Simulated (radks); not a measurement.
Problem. These are the eigenvalues of the occupied orbitals of an atom or ion with whole-number occupations (hartree). Calculated with a radial shooting solver on a logarithmic mesh with Libxc functionals: non-relativistic Kohn-Sham, PBE, spin-unpolarised, spherical densities, point nucleus.

orbital  eigenvalue
1s        -242.2774
2s        -34.89492
2p        -31.07525
3s         -9.88262
3p         -8.72473

Which element is it, and in what charge state? The configuration may be excited.

Solution. Z = 25, manganese, charge +9: Mn9+ in [Ne] 3s2 3p4. The list shows which subshells hold electrons but not how many an open one holds; the 1s level, -242.28 hartree, gives Z - s = 22.0 by -(Z - s)^2/2, which with screening narrows Z to a few neighbours, and the depths of the outer levels then fix element, charge and occupations together.
